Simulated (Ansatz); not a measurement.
Species: C₅H₄F, net charge 0, doublet state. It need not be the lowest isomer of its formula. 
Structure (B3LYP-D3(BJ)/def2-TZVP (Ansatz, a quantum-chemistry and plane-wave program) minimum search):
SMILES: FC1=CCC=[C]1
```xyz
10

F      1.9013     0.8317    -0.2577
C      0.6974     0.2838    -0.0961
C      0.3773    -1.0160    -0.1377
C     -1.1051    -1.1268     0.1026
C     -1.5752     0.3075     0.2866
C     -0.4956     1.0670     0.1613
H      1.0432    -1.8465    -0.3102
H     -1.3301    -1.7253     0.9923
H     -1.6207    -1.5982    -0.7413
H     -2.5969     0.5924     0.4787
```
Charge 0, spin multiplicity 2.

Quantity: atomisation energy (electronic, to ground-state atoms), in kcal/mol. Cores are frozen in the correlated levels unless marked. Open shells are spin-unrestricted. No spin-orbit coupling. No relativistic terms. The coupled-cluster limit lacks core correlation, which all-electron functionals hold. CBS(X,Y): correlation extrapolated as X^-3; Hartree-Fock from the larger set.

The UHF reference is spin-contaminated (<S^2> 0.47 over the pure value in the largest basis). 

| level | program | atomisation energy (kcal/mol) |
|---|---|---|
| PBE-D3(BJ)/def2-TZVPD | Ansatz + dftd3 | 1115.0 |
| PBE-D4/def2-TZVPD | Ansatz + dftd4 | 1115.0 |
| r2SCAN0-D4/def2-TZVPD | Ansatz + dftd4 | 1057.0 |
| LC-wPBE-D3(BJ)/def2-TZVPD | Ansatz + dftd3 | ___ |
| B2PLYP-D3(BJ)/def2-TZVPD | Ansatz + dftd3 | ___ |
| CCSD(T)/CBS(cc-pVTZ,cc-pVQZ) | Ansatz | ___ |

Problem. What belongs in the gaps?

Solution. 
- LC-wPBE-D3(BJ)/def2-TZVPD, atomisation energy (kcal/mol): 1080.0
- B2PLYP-D3(BJ)/def2-TZVPD, atomisation energy (kcal/mol): 1058.7
- CCSD(T)/CBS(cc-pVTZ,cc-pVQZ), atomisation energy (kcal/mol): 1061.0
